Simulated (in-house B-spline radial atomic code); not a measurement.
A fraction x of an electron is removed from 2s in Be⁺, starting from [He] 2s1 and keeping the highest spin. Level of theory: non-relativistic M06-L, spin-polarised, spherical fractional occupations, point nucleus; calculated with an all-electron radial atomic-structure program (B-spline basis).

```
   x  E(x) - E(0) (eV)  2s up level (eV)
   0            0.0000           -14.425
0.24            3.6969           -16.350
0.27            4.1907           -16.573
 0.5            8.1812           -18.052
0.56            9.2737           -18.358
0.72           12.2637           -18.961
 0.8           13.7878           -19.129
0.88           15.3225           -19.203
   1           17.7082                 -
```

The exact functional would give a straight line between the two integer points. Deviations E(x) - E(0) - x[E(1) - E(0)], in eV: -0.553 at x = 0.24, -0.591 at x = 0.27, -0.673 at x = 0.5, -0.643 at x = 0.56, -0.486 at x = 0.72, -0.379 at x = 0.8, -0.261 at x = 0.88.

The curve lies below the straight line by up to 0.673 eV (at x = 0.5): convex, the delocalisation error that favours fractional charges.

**Question.** How well does Slater's transition state (minus the level at half occupation) give the ionisation energy?

**Answer.** It gives 18.052 eV against 17.708 eV from the two total energies; NIST lists 18.21 eV, ground level to ground level.
